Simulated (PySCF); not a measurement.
**UHF on Ar⁺ (argon, charge +1)**

Configuration: [Ne] 3s2 3p5, 2P determinant. Calculation: PySCF 2.14, in aug-cc-pV(D+d)Z (5s4p3d, 32 functions); no relativity, point nucleus.

| Property | Result |
| --- | --- |
| Total energy | -526.261706 hartree |
| One-electron energy | -719.4232 hartree |
| Hartree (Coulomb) energy | 223.0100 hartree |
| Exchange energy | -29.8485 hartree |
| Kinetic energy | 526.24799 hartree |
| ⟨S²⟩ | 0.7570 |
| ⟨L²⟩ | 2.022 |
| Sum of ⟨r⟩ | 13.83 bohr |
| Sum of ⟨r²⟩ | 20.33 bohr² |
| Traceless quadrupole moment −½Σ⟨3z² − r²⟩ along its main axis | 1.23 e·bohr² |
| Density at the nucleus (Gaussians lack the cusp) | 3740 bohr⁻³ |
| Spin density at the nucleus | 0.230 bohr⁻³ |
| Langevin diamagnetic susceptibility | -16.1 ×10⁻⁶ cm³/mol |
| Time after the integrals | 0.14 s of wall time on 1 thread of Neoverse-N1 (shared host) |

```tsv
shell	electrons	mean orbital energy (eV)	spread (eV)	rms radius, mean of both spins (bohr)
1s α	1	-3242.0	0	0.0998
1s β	1	-3241.6	0	0.0998
2s α	1	-349.45	0	0.448
2s β	1	-349.06	0	0.448
2p α	3	-274.69	0.880	0.418
2p β	3	-274.00	0.588	0.418
3s α	1	-48.575	0	1.49
3s β	1	-44.753	0	1.49
3p α	3	-29.158	2.396	1.70
3p β	2	-27.591	0	1.70
```
